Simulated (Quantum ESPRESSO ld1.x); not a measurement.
Problem. All-electron atom: the rhodium ion Rh4+ in [Kr] 4d4 5p1 (not the ground configuration). Calculated with ld1.x of Quantum ESPRESSO 7.5: Dirac Kohn-Sham, PBE, spin-unpolarised, spherical densities, point nucleus; open shells fill j = l - 1/2 first. Some entries of the table are withheld. Estimate them.

orbital  occ.  eigenvalue (hartree)  <r> (bohr)
1s1/2       2              -848.463     0.03263
2s1/2       2              -124.940         (1)
2p1/2       2              -115.843      0.1203
2p3/2       4              -110.529      0.1252
3s1/2       2              -24.1823      0.3903
3p1/2       2              -20.6239      0.3829
3p3/2       4              -19.7085      0.3936
3d3/2       4              -13.4147      0.3679
3d5/2       6              -13.2340      0.3714
4s1/2       2              -5.18967      0.9606
4p1/2       2              -4.08092       1.024
4p3/2       4              -3.92646       1.050
4d3/2       4              -2.20621       1.267
4d5/2       0              -2.18520       1.277
5s1/2       0              -1.58839       2.250
5p1/2       1                   (2)       2.515
5p3/2       0                   (3)       2.565
4f5/2       0              -0.76394       2.577
4f7/2       0              -0.76355       2.579

Solution. 
(1) 2s1/2 <r> (bohr): 0.1416
(2) 5p1/2 eigenvalue (hartree): -1.29579
(3) 5p3/2 eigenvalue (hartree): -1.26854
